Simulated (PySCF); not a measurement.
Arsine, AsH3.
Cartesian coordinates in Å at the PBE0-D3(BJ)/def2-TZVP level; atoms count from 1:
```xyz
4
AsH3 angstrom
As     0.046   -0.027    0.651
H     -0.138    1.241   -0.170
H     -0.961   -0.788   -0.199
H      1.207   -0.486   -0.219
```

Computed with PySCF 2.14.0, density-fitted response routines, TDDFT CAM-B3LYP/aug-cc-pVTZ, vertical, gas phase, core orbitals frozen in the response. Isolated species at its PBE0-D3(BJ)/def2-TZVP geometry, gas phase. The CAM-B3LYP/aug-cc-pVTZ calculation is non-relativistic and has no spin–orbit coupling, an omission that weighs most on arsenic.

Transition dipole moments from the ground state, in atomic units and in the frame of the coordinates above (overall signs are arbitrary), for the states with f of 0.002 or more among the lowest 10:

```tsv
state	E (eV)	μx	μy	μz
S1	6.477	0.011	-0.018	0.935
S2	6.984	0.466	0.459	0.003
S3	6.984	0.459	-0.466	-0.015
S4	7.915	-0.220	0.047	0.004
S5	7.915	0.047	0.220	0.004
S6	8.164	0.002	-0.003	0.139
S7	8.910	0.549	0.501	0.003
S8	8.910	0.501	-0.549	-0.016
S10	9.064	0.001	-0.003	0.121
```

What oscillator strength does each state have?

f = (2/3) ΔE |μ|² with ΔE in hartree (27.2114 eV).

```tsv
state	|μ|² (au)	|μ| (D)	f
S1	0.875	2.38	0.139
S2	0.428	1.66	0.073
S3	0.428	1.66	0.073
S4	0.051	0.57	0.010
S5	0.051	0.57	0.010
S6	0.019	0.35	0.004
S7	0.553	1.89	0.121
S8	0.553	1.89	0.121
S10	0.015	0.31	0.003
```

Label these states by symmetry in C3v.

From a totally symmetric ground state, an allowed state transforms like the component of the dipole operator along its μ. Polarised along the main axis, so A1: S1, S6 and S10. Polarised across the main axis, so E: S2, S3, S4, S5, S7 and S8.

How is the summed strength of these states shared among x, y and z?

(2/3) Σ ΔE μα² gives 0.204 for x, 0.204 for y and 0.146 for z, 0.554 in all.

What peak molar absorption coefficient would the strongest computed level give as a lone Gaussian band 0.3 eV wide at half height?

ε(max) = 2.175×10⁸ f / FWHM, with the width in cm⁻¹. S7/S8 (f summed): 2.175×10⁸ × 0.2415 / 2420 ≈ 22000 L mol⁻¹ cm⁻¹.

S2/S3, S4/S5 and S7/S8 coincide within about 0.01 eV; within a degenerate level the directions of the single components are arbitrary.

Without π bonds the low states may be Rydberg-like; a valence basis with one diffuse set may place them up to an eV too high.
